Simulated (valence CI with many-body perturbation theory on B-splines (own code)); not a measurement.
# Zr³⁵⁺: magnetic and hyperfine properties of the levels

Calculated by valence CI with perturbative core correlation (CI+MBPT): three valence electrons over a frozen Dirac-Fock core [He], radial functions for each j: 11 s, 11 p, 9 d, 7 f, 5 g, 2 h, 1 i, with the one-electron correlation potential Σ1, the two-electron term Σ2, the three-electron term Σ3, Breit, model QED; selected CI, second order for the rest (own B-spline code, finite nucleus).

No measured spectrum was set against this ion. As an estimate, large intervals hold to a few tenths of a per cent, small ones and those within an open d or f shell to about a per cent.

A/g_I is the dipole constant over the nuclear g factor μ/I (μ in nuclear magnetons, uniformly magnetised nucleus), B/Q the quadrupole constant per barn. Both hold the static response of the core; the bare values leave it out. Large factors of s and p1/2 electrons are usually good to 5 to 10 %; those of open d and f shells near neutrality can be off by tens of per cent, and small factors of p3/2, d and f electrons come from cancelling terms and can be off by a factor of two or in sign, in half-filled shells by more. B is blank for J = 1/2, where it vanishes, and for nearly pure S terms. Energies count from the lowest level.

Levels are named by their leading jj configuration (3d3/2^4 stands for four electrons in 3d with j = 3/2), which in mixed levels can hold well under half, so a name can repeat and another be missing. Letters in brackets count levels of one name in rising energy.

| Level | E (× 10³ cm⁻¹) | g | A/g_I (MHz) | A/g_I bare | B/Q (MHz/b) | B/Q bare |
| --- | --- | --- | --- | --- | --- | --- |
| (2s^2 2p1/2) J=1/2 | 0.00 | 0.653 | 688000 | 682000 |  |  |
| (2s^2 2p3/2) J=3/2 | 779.36 | 1.324 | 119000 | 123000 | 221000 | 222000 |
| (2s 2p1/2^2) J=1/2 | 828.58 | 2.406 | 1840000 | 1820000 |  |  |
| (2s 2p1/2 2p3/2) J=3/2 [a] | 1379.9 | 1.692 | 552000 | 550000 | 177000 | 177000 |
| (2s 2p1/2 2p3/2) J=5/2 | 1552.2 | 1.430 | 618000 | 614000 | 32800 | 32900 |
| (2s 2p1/2 2p3/2) J=3/2 [b] | 1851.0 | 0.917 | -13700 | -6830 | 196000 | 197000 |
| (2s 2p1/2 2p3/2) J=1/2 | 1903.8 | 1.121 | -351000 | -338000 |  |  |
| (2s 2p3/2^2) J=5/2 | 2316.0 | 1.350 | 544000 | 539000 | 188000 | 189000 |
| (2s 2p3/2^2) J=1/2 | 2728.8 | 1.778 | 2070000 | 2030000 |  |  |
| (2s 2p3/2^2) J=3/2 | 2738.8 | 1.229 | -255000 | -240000 | -108000 | -108000 |
| (2p1/2^2 2p3/2) J=3/2 | 2800.0 | 1.471 | 87600 | 98400 | 170000 | 170000 |
| (2p1/2 2p3/2^2) J=3/2 | 3426.0 | 1.370 | 8800 | 17900 | 70300 | 70500 |
| (2p1/2 2p3/2^2) J=5/2 | 3542.4 | 1.190 | 226000 | 230000 | -1240 | -1240 |
| (2p1/2 2p3/2^2) J=1/2 | 3766.0 | 0.653 | 690000 | 681000 |  |  |
| (2p3/2^3) J=3/2 | 4408.3 | 1.265 | 118000 | 124000 | -238000 | -238000 |
| (2s^2 3s) J=1/2 | 21418 | 1.997 | 624000 | 616000 |  |  |
| (2s^2 3p1/2) J=1/2 | 21726 | 0.669 | 194000 | 192000 |  |  |
| (2s^2 3p3/2) J=3/2 | 21941 | 1.347 | 139000 | 139000 | 61700 | 61800 |
| (2s 2p1/2 3s) J=1/2 [a] | 22021 | 2.468 | 1250000 | 1230000 |  |  |
| (2s 2p1/2 3s) J=3/2 | 22132 | 1.606 | 998000 | 984000 | -78100 | -78300 |
| (2s^2 3d3/2) J=3/2 | 22212 | 0.800 | 42200 | 41900 | 12800 | 12900 |
| (2s 2p1/2 3s) J=1/2 [b] | 22224 | 0.747 | 942000 | 930000 |  |  |
| (2s^2 3d5/2) J=5/2 | 22281 | 1.197 | 11700 | 11700 | 17400 | 17600 |
| (2s 2p1/2 3p1/2) J=1/2 [a] | 22285 | 0.235 | -143000 | -138000 |  |  |
| (2s 2p1/2 3p1/2) J=3/2 | 22382 | 1.178 | 924000 | 911000 | -70800 | -71000 |
| (2s 2p1/2 3p1/2) J=1/2 [b] | 22522 | 2.130 | 2030000 | 2000000 |  |  |
| (2s 2p1/2 3p3/2) J=3/2 [a] | 22566 | 1.430 | 141000 | 141000 | 53700 | 53800 |
| (2s 2p1/2 3p3/2) J=1/2 | 22646 | 1.182 | -772000 | -759000 |  |  |
| (2s 2p1/2 3p3/2) J=5/2 | 22660 | 1.367 | 547000 | 540000 | -7800 | -7840 |
| (2s 2p1/2 3p3/2) J=3/2 [b] | 22691 | 1.236 | 299000 | 297000 | 66700 | 66900 |
| (2s 2p1/2 3d3/2) J=3/2 [a] | 22752 | 0.526 | -199000 | -195000 | 21500 | 21700 |
| (2s 2p3/2 3s) J=5/2 | 22783 | 1.581 | 600000 | 595000 | 211000 | 211000 |
| (2s 2p1/2 3d3/2) J=5/2 | 22832 | 1.080 | 329000 | 324000 | -21700 | -21600 |
| (2s 2p1/2 3d5/2) J=5/2 [a] | 22901 | 1.359 | 352000 | 347000 | 12600 | 12700 |
| (2s 2p3/2 3s) J=3/2 [a] | 22902 | 1.385 | 678000 | 672000 | 159000 | 160000 |
| (2s 2p1/2 3d3/2) J=3/2 [b] | 22926 | 1.298 | 321000 | 316000 | 39000 | 39100 |
| (2s 2p1/2 3d3/2) J=1/2 | 22928 | 0.348 | -837000 | -825000 |  |  |
| (2s 2p1/2 3d5/2) J=7/2 | 22955 | 1.264 | 386000 | 381000 | -62300 | -62200 |
| (2s 2p1/2 3d5/2) J=3/2 | 23033 | 0.999 | -254000 | -251000 | 4890 | 5030 |
| (2s 2p1/2 3d5/2) J=5/2 [b] | 23043 | 1.031 | 74600 | 74200 | 59600 | 59900 |

Take the isotope of mass number 91, with I = 5/2, μ = -1.3022 μN and Q = -0.176 b. What is the hyperfine structure of (2s 2p1/2 2p3/2) J=3/2 [a]?

From the table A = -287000 MHz, B = -31100 MHz. Shifts from the centre of gravity in MHz: F = 1: 1480000, F = 2: 936000, F = 3: 88900, F = 4: -1080000.
